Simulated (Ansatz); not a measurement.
Total energies of `F[B]1N[SiH2][GeH2]1`.

Z-matrix (Å, degrees):
```
Si
Ge 1 2.377
N 1 1.769 2 81.5
H 1 1.488 2 120.6 3 110.1
H 1 1.488 2 120.6 3 -110.1
B 2 2.095 1 69.8 3 0.0
H 2 1.534 1 117.3 3 -113.0
H 2 1.534 1 117.3 3 113.0
H 3 1.011 1 128.7 2 -180.0
F 6 1.328 2 134.6 1 180.0
```

Charge 0, multiplicity 1. Correlated methods include outer-core shells of Ge, which these sets cover unevenly. Scalar relativity is left out up to krypton. The geometry is a stationary point of PBE0-D4/def2-TZVP. Basis def2-TZVPP, Ansatz 0.2.0.

RPA on PBE orbitals: Hartree–Fock energy of these orbitals -2545.90088 Eh, correlation -1.49297 Eh (frozen core).

```json
{"functional": "LDA (SPW92)", "energy without D4 (Eh)": "-2543.44643", "D4 term (kJ/mol)": "–"}
{"functional": "PBE", "energy without D4 (Eh)": "-2548.47075", "D4 term (kJ/mol)": "-23.6"}
{"functional": "revPBE", "energy without D4 (Eh)": "-2548.85801", "D4 term (kJ/mol)": "-65.6"}
{"functional": "BLYP", "energy without D4 (Eh)": "-2549.14941", "D4 term (kJ/mol)": "-51.4"}
{"functional": "r2SCAN", "energy without D4 (Eh)": "-2549.02009", "D4 term (kJ/mol)": "-5.5"}
{"functional": "B97M-V", "energy without D4 (Eh)": "-2548.64970", "D4 term (kJ/mol)": "–"}
{"functional": "PBE0", "energy without D4 (Eh)": "-2548.56480", "D4 term (kJ/mol)": "-20.0"}
{"functional": "B3LYP", "energy without D4 (Eh)": "-2549.21552", "D4 term (kJ/mol)": "-38.6"}
{"functional": "r2SCANh", "energy without D4 (Eh)": "-2549.00194", "D4 term (kJ/mol)": "-5.9"}
{"functional": "r2SCAN0", "energy without D4 (Eh)": "-2548.97639", "D4 term (kJ/mol)": "-6.6"}
{"functional": "HSE06 (plane-wave form)", "energy without D4 (Eh)": "-2548.55001", "D4 term (kJ/mol)": "-18.8"}
{"functional": "BHLYP", "energy without D4 (Eh)": "-2549.04229", "D4 term (kJ/mol)": "-32.1"}
{"functional": "CAM-B3LYP", "energy without D4 (Eh)": "-2549.20503", "D4 term (kJ/mol)": "-20.6"}
{"functional": "LC-ωPBE", "energy without D4 (Eh)": "-2548.66759", "D4 term (kJ/mol)": "–"}
{"functional": "ωB97X-V", "energy without D4 (Eh)": "-2548.85056", "D4 term (kJ/mol)": "–"}
{"functional": "ωB97M-V", "energy without D4 (Eh)": "-2548.94554", "D4 term (kJ/mol)": "–"}
{"functional": "B2PLYP", "energy without D4 (Eh)": "-2548.53108", "D4 term (kJ/mol)": "–"}
{"functional": "PBE-QIDH", "energy without D4 (Eh)": "-2548.12929", "D4 term (kJ/mol)": "–"}
```

B3LYP takes the VWN-RPA correlation (the form of Gaussian; ORCA's B3LYP/G). HSE06 is the plane-wave form, built on full-range PBE exchange. The double hybrids freeze the cores in their second-order part.

LC-ωPBE has ω = 0.4 bohr⁻¹.
